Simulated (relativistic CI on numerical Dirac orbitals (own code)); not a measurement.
**Cu4+ in a cubic cluster: 2p photoemission with charge transfer**

Computed with a charge-transfer multiplet model of a cubic metal-ligand cluster with up to 2 ligand holes, Slater and spin-orbit integrals from Dirac-Coulomb-Breit ions, Slater integrals scaled by 0.9. The ground state mixes d7 with configurations of k ligand holes L, whose averages lie at kΔ + k(k − 1)U_dd/2; a core hole lowers each added d electron by U_cd. 20 K, Lorentzian 0.6 eV and Gaussian 0.8 eV FWHM.

Atomic integrals in eV (Slater integrals scaled, ζ unscaled), ground: F2dd 13.318, F4dd 8.350, zeta_d 0.120; with the core hole: F2dd 14.765, F4dd 9.299, zeta_d 0.162, zeta_core 13.365, F2cd 9.081, G1cd 7.133, G3cd 4.063.

Cluster parameters (eV): Δ = -0.9, U_dd = 8, U_cd = 8.9, 10Dq = 1.95, 10Dq(ligand) = 0.4, final-state hopping factor = 0.8.

```tsv
Case	n_d	d7	d8L	d9L2	S
V(eg) = 2.2 eV, V(t2g) = -0.94 eV	7.75	0.31	0.62	0.06	0.52
V(eg) = 2.5 eV, V(t2g) = -1.06 eV	7.76	0.32	0.61	0.08	0.52
V(eg) = 2.8 eV, V(t2g) = -1.19 eV	7.77	0.31	0.60	0.09	0.51
V(eg) = 3.4 eV, V(t2g) = -1.44 eV	7.79	0.31	0.59	0.10	0.51
V(eg) = 3.7 eV, V(t2g) = -1.57 eV	7.81	0.31	0.58	0.11	0.51
```

Weights, n_d and S are thermal averages at 20 K. Binding energies count from the first peak over 30 % of the highest in each spectrum, which can be another peak from case to case. The parameters are a model scan and need not match a compound or its usual spin state. Peaks in eV (height, largest 100):
- V(eg) = 2.2 eV, V(t2g) = -0.94 eV: 0.0 (100), 6.0 (22), 9.7 (15), 13.4 (8), 16.2 (6), 18.5 (5), 21.1 (48), 23.3 (15), 26.7 (5), 29.5 (9), 35.9 (5)
- V(eg) = 2.5 eV, V(t2g) = -1.06 eV: 0.0 (100), 5.2 (14), 6.8 (17), 10.4 (14), 13.3 (6), 14.3 (6), 17.0 (5), 21.1 (49), 23.4 (13), 30.3 (9)
- V(eg) = 2.8 eV, V(t2g) = -1.19 eV: 0.0 (100), 5.2 (12), 7.5 (13), 10.9 (12), 13.5 (5), 21.0 (49), 23.4 (12), 30.9 (9)
- V(eg) = 3.4 eV, V(t2g) = -1.44 eV: 0.0 (100), 5.8 (10), 9.1 (10), 12.3 (10), 21.0 (49), 23.7 (10), 32.3 (8)
- V(eg) = 3.7 eV, V(t2g) = -1.57 eV: 0.0 (100), 3.1 (10), 6.0 (9), 9.9 (9), 12.9 (9), 21.0 (49), 23.8 (9), 32.9 (7)

For the case V(eg) = 2.8 eV, V(t2g) = -1.19 eV, Δ = -0.9 eV is smaller than U_dd = 8 eV, the charge-transfer side of the Zaanen-Sawatzky-Allen scheme (negative Δ: between configuration averages a ligand hole costs less than the nominal valence; multiplet and field energies can change this for the lowest states). With the core hole the average of the configuration with one ligand hole lies at Δ − U_cd = -9.8 eV before mixing: it lies below the unscreened one, so the lowest final states are mostly screened and the unscreened weight appears at higher binding energy as a satellite.

With at most 2 ligand holes the space is cut while the next configuration still counts, so covalency is underestimated, and a final configuration with one more ligand hole, which can lie low, is missing from the spectra.
